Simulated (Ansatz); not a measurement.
BH$_{9}$OSi$_{2}$ (`[BH3-][O+]([SiH3])[SiH3]`) at its PBE0-D4/def2-TZVP geometry, where that method's forces vanish. The species carries charge 0 and has multiplicity 1.

```xyz
13

B     1.2888   -0.5899    0.6240
O    -0.1709    0.0240    0.1008
Si   -0.1626    1.7094    0.1508
Si   -1.0601   -1.1609   -0.7044
H     1.4664   -1.5323   -0.1175
H     2.0535    0.3314    0.4343
H     1.1040   -0.8739    1.7790
H    -1.5567    2.1156   -0.1550
H     0.7614    2.2221   -0.8816
H     0.2269    2.1148    1.5141
H    -0.3965   -1.4815   -1.9846
H    -2.3901   -0.5502   -0.9502
H    -1.1641   -2.3286    0.1903
```

What forces (eV/Å) does PBE-D4/def2-TZVPP give on these atoms in the Gaussian-basis code of Ansatz? (Best estimate.)

The calculation gave: 
```
B1   0.061 -0.028  0.029
O2   0.082 -0.074  0.170
Si3  0.014  0.314  0.002
Si4 -0.155 -0.224 -0.159
H5   0.026 -0.086 -0.069
H6   0.078  0.080 -0.020
H7  -0.011 -0.029  0.111
H8  -0.154  0.043 -0.033
H9   0.105  0.064 -0.112
H10  0.043  0.048  0.152
H11  0.071 -0.044 -0.145
H12 -0.146  0.068 -0.025
H13 -0.014 -0.132  0.099
```
